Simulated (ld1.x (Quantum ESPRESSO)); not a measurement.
**Configuration tests for Ti (ultrasoft)**

```
Element                 : Ti
Generator               : ld1.x (Quantum ESPRESSO) 7.5
Type                    : ultrasoft
Functional              : LDA (PZ)
Relativity              : scalar-relativistic
Frozen core             : [Ar]
Valence charge          : 4
Reference configuration : 3d2 4s2 4p0
Partial waves           : 4s (bound): rcut 2.70, rcutus 3.05 bohr; 4s channel at 0.7 Ry: rcut 2.70, rcutus 3.05 bohr; 4p (bound, empty): rcut 2.35, rcutus 2.75 bohr; 4p channel at 0.75 Ry: rcut 2.35, rcutus 2.75 bohr; 3d (bound): rcut 1.00, rcutus 1.30 bohr; 3d channel at 0.6 Ry: rcut 1.00, rcutus 1.30 bohr
Local potential         : all-electron potential smoothed inside 1.45 bohr (lloc = -1)
Core correction         : Bessel-smoothed model core inside 0.80 bohr
Augmentation charge     : built from norm-conserving waves at rcut, not smoothed further
```

Energies are relative to the spin-unpolarised reference configuration 3d2 4s2 4p0; without spin polarisation the order of configurations can differ from experiment. Not all tests gave a result: test run stopped at test 7 of 9 (negative rho).

**Question.** Give the all-electron excitation energy and the error of the potential for: 3d2 4s1 4p0; 3d2 4s0 4p0; 3d1 4s0 4p0; 3d3 4s1 4p0; 3d2.5 4s1.5 4p0; 3d2 4s1.5 4p0.

**Answer.**

```csv
valence configuration,charge,ΔE all-electron (eV),error AE − PS (meV)
3d2 4s1 4p0,+1,7.536,-6.8
3d2 4s0 4p0,+2,21.336,-41
3d1 4s0 4p0,+3,48.525,-468
3d3 4s1 4p0,0,1.060,-145
3d2.5 4s1.5 4p0,0,0.324,-49
3d2 4s1.5 4p0,+0.5,3.016,-1.5
```

Note: ghost states, extra bound levels that the all-electron valence spectrum of the same l lacks: s at -87.8 eV, p at -27.0 eV. A true bound ghost makes a file unfit for plane-wave use.
